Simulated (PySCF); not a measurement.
GeClBr, SMILES [Ge]([Cl])[Br] (connectivity only; charge and spin as stated), neutral, multiplicity 1. Atoms are numbered in the order given.

```xyz
3

Ge     0.8056     0.5947     0.0000
Cl    -0.9147     1.9748     0.0000
Br    -0.2923    -1.5029     0.0000
```

Geometry optimised at PBE-D3(BJ)/def2-TZVP.

Vertical ionisation energy (IE) and electron affinity (EA) in eV. Rows of orbital energies are one-electron estimates. Where ΔSCF, EOM or ADC give a negative EA the extra electron is unbound and the value depends on the basis.

```tsv
level	IE	EA
−ε(HOMO), −ε(LUMO), r2SCAN/def2-TZVPD (PySCF)	7.22	3.94
ADC(2)/aug-cc-pVDZ (PySCF)	9.71	1.54
```

Problem. Beyond the first one, list the lowest photoelectron lines from ADC(2)/aug-cc-pVDZ in PySCF with their pole strengths (two spins summed). (The exact figures need the calculation; the answer reports its results.)

Solution. 10.26 eV (1.78), 10.60 eV (1.78), 11.68 eV (1.76), 11.79 eV (1.76), 12.68 eV (1.77).
